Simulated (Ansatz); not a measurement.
Molecule: SbF₂ (charge -1, singlet). 
Geometry from a B3LYP-D3(BJ)/def2-TZVP (Ansatz, a first-principles code) optimisation:
```
Sb
F 1 2.0069
F 1 2.0069 2 94.78
```
Charge -1, spin multiplicity 1.

**Question.** Give the harmonic wavenumbers at B3LYP-D3(BJ)/def2-TZVP (Ansatz, finite differences of forces, unscaled).

**Answer.** 173, 485, 507 cm⁻¹. Zero-point energy 1.7 kcal/mol.

**Question.** From these and the geometry, give the ideal-gas thermochemistry at 298.15 K and 1 atm (rigid rotor, harmonic oscillator).

**Answer.** Point group C2v, rotational symmetry number 2. Rotational constants 9.453, 6.097, 3.706 GHz. S(trans) 41.11, S(rot) 23.45, S(vib) 3.74, S(elec, spin only) 0.00, S 68.3 cal/(mol K). H(298) - H(0) 3.03 kcal/mol; G - E(el) -15.7 kcal/mol.
